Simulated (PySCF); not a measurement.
Spectroscopy problems

[PySCF: σ from GIAO-PBE0/pcSseg-1; coordinates at the GFN2-xTB level; one averaged value for each set of equivalent atoms; non-relativistic Hamiltonian; no solvent model; a single conformation]

References, each an isolated molecule treated in the same way: 1H (σref 31.72), 13C (σref 186.93) against TMS. Splittings of carbon signals by F and P are missing where no couplings were computed. Where no couplings were computed, multiplicities follow the n + 1 count of equivalent neighbours, and m marks all less simple cases (inequivalent or close neighbours, rings, F or P nearby). Shifts are as computed. Against solution values, carbons near 30 ppm lie about +3 ppm off and those near 130 ppm about +5 ppm. Of 1211 compounds with measured shifts, 218 miss one by over three times the rms of a fit or turn the order of signals round; such compounds aren't used in these exercises.

Q: C6H7NO2. 1H NMR (300 MHz, computed): δ 4.36 (s, 1H), 2.64 (s, 6H). 13C{1H} NMR (computed): δ 200.6, 119.4, 60.0, 31.6. Give a structure.

A: `CC(=O)C(C#N)C(C)=O`. The formula gives 4 degrees of unsaturation (no ring in the answer). 4 carbon signals for 6 carbons: some carbons are equivalent by symmetry or fast rotation. Carbon types of the structure: 3 × C, 1 × CH, 2 × CH3, which accounts for all hydrogens. δC 200.6: ketone carbonyl carbon; low-lying n→π* states of the double bond to the heteroatom give a large paramagnetic term (-263 ppm). δC 119.4: nitrile carbon; this is the usual window of a C≡N carbon, which has no attached hydrogen. δC 60.0: sp3 CH α to a carbonyl. δC 31.6: methyl carbon α to a carbonyl; the adjacent C=O deshields it moderately.

The data come from this structure; uniqueness wasn't tested.

Q: C6H12FNSi. 1H NMR (400 MHz, computed): δ 8.04 (m, 1H), 6.26 (br s, 1H), 5.96 (m, 1H), 5.61 (br s, 1H), 4.43 (m, 1H), 4.33 (m, 1H), 3.50 (s, 3H), 2.18 (s, 3H). 13C{1H} NMR (computed): δ 170.7 (CH), 146.8 (C), 139.0 (CH2), 89.9 (CH), 43.3 (CH3), 29.6 (CH3). Give a structure.

A: SMILES F[C@H]([SiH2]C(=C)C)/C=N\C. Rings plus π bonds: 2 (no ring in the answer). 6 carbon signals for 6 carbons: no two carbons are equivalent. Carbon types of the structure: 1 × C, 2 × CH, 1 × CH2, 2 × CH3, leaving 2 H on heteroatoms. δC 170.7: C=N carbon. δC 146.8: fully substituted alkene carbon; the olefinic region. δC 139.0: terminal =CH2 carbon; an sp2 carbon of a C=C bond. δC 89.9: sp3 CH bonded to F and Si; pulled downfield by the heteroatom.

The shifts were computed for this structure.

Q: C9H11F. 1H NMR (400 MHz, computed): δ 4.13 (m, 1H), 2.75 (m, 1H), 2.28 (m, 2H), 2.12 (s, 3H), 1.85 (m, 1H), 1.78 (m, 2H), 1.72 (m, 1H). 13C{1H} NMR (computed): δ 162.1 (C), 123.9 (C), 114.4 (C), 87.0 (CH), 39.3 (CH), 31.6 (CH2), 16.9 (CH2), 9.7 (CH3). What is it?

A: `InChI=1S/C9H11F/c1-6-8(9(6)10)5-7-3-2-4-7/h5,7H,2-4H2,1H3/b8-5-`. The formula gives 4 degrees of unsaturation (2 rings in the answer). 8 carbon signals for 9 carbons: some carbons are equivalent by symmetry or fast rotation. Carbon types of the structure: 3 × C, 2 × CH, 3 × CH2, 1 × CH3, which accounts for all hydrogens. δC 162.1, 123.9, 114.4: fully substituted alkene carbon; as expected for a trigonal carbon in a double bond. δC 87.0: alkene CH. δC 39.3: allylic sp3 CH; aliphatic region, no heteroatom directly attached. δH 2.75: hydrogen on an allylic sp3 CH; allylic position.

The data come from this structure; uniqueness wasn't tested.
